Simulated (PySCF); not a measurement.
CH6AlN. Atoms are numbered in the order given.

```xyz
9

Al     0.1172    -1.2272     0.0000
H     -0.9370    -2.4009     0.0000
H      1.6833    -1.4204     0.0000
N     -0.5050     0.4311     0.0000
C      0.2366     1.6844     0.0000
H     -1.5035     0.5866     0.0000
H      0.0204     2.2928    -0.8847
H      0.0204     2.2928     0.8847
H      1.3081     1.4777     0.0000
```
Charge 0, spin multiplicity 1.

The structure is a stationary point at B3LYP-D3(BJ)/def2-TZVP.

Method: PySCF 2.14.0 with TDDFT-ωB97X/def2-SVPD.

Vertical excitations. Isolated molecule, no solvent. State labels are in the subgroup Cs.

Computed UV-visible absorptions:
```csv
state,symmetry,energy (eV),λ (nm),f,main pairs
S1,A',5.99,207,0.129,HOMO→LUMO 97 %
S2,A",6.36,195,0.028,"HOMO→LUMO+1 58 %, HOMO→LUMO+2 19 %, HOMO−1→LUMO 11 %"
S3,A",6.36,195,0.004,HOMO−1→LUMO 87 %
S4,A",7.55,164,0.002,"HOMO−2→LUMO 44 %, HOMO→LUMO+3 38 %"
S5,A",7.75,160,0.002,"HOMO→LUMO+4 58 %, HOMO→LUMO+6 9 %, HOMO−2→LUMO 9 %, HOMO→LUMO+3 9 %"
S6,A",7.81,159,0.131,"HOMO−2→LUMO 40 %, HOMO→LUMO+4 26 %, HOMO→LUMO+3 26 %"
S7,A',8.16,152,0.036,"HOMO−1→LUMO+2 52 %, HOMO−1→LUMO+1 32 %"
S8,A",8.19,151,0.001,"HOMO→LUMO+2 52 %, HOMO→LUMO+1 17 %, HOMO→LUMO+6 15 %"
S9,A",8.33,149,0.006,"HOMO→LUMO+6 55 %, HOMO→LUMO+3 17 %, HOMO→LUMO+1 10 %"
S10,A',8.50,146,0.057,HOMO→LUMO+5 80 %
T1,A',5.07,244,0,HOMO→LUMO 94 %
T2,A",6.00,207,0,HOMO−1→LUMO 97 %
T3,A",6.20,200,0,"HOMO→LUMO+1 57 %, HOMO→LUMO+2 26 %"
T4,A",7.20,172,0,HOMO−2→LUMO 80 %
```
Triplets are in the Tamm–Dancoff approximation, which puts them higher than full response would, so one can lie above its singlet here.
